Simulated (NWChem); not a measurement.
Ionisation of CHCl

```xyz
3

C      1.0579    -0.5466     0.0000
Cl    -0.4752     0.1724     0.0000
H      1.7315     0.3489     0.0000
```
Charge 0, spin multiplicity 1.

Program: NWChem. Structure: optimised with PBE0/def2-SVP, a minimum by its harmonic frequencies.

Basis set: def2-TZVP. −ε marks an orbital energy of the parent.

B3LYP has NWChem's definition, with VWN1-RPA local correlation. The structure started from a generated list of species.

Q: One of these methods gave a first vertical ionisation energy of 9.82 eV. Which?
A. G0W0@BHandHLYP
B. −ε(HOMO) of B3LYP
C. −ε(HOMO) of BHandHLYP
D. evGW0@PBE

A: A, G0W0@BHandHLYP. The others give 9.44 (evGW0@PBE), 8.41 (−ε(HOMO) of BHandHLYP), 6.85 (−ε(HOMO) of B3LYP).
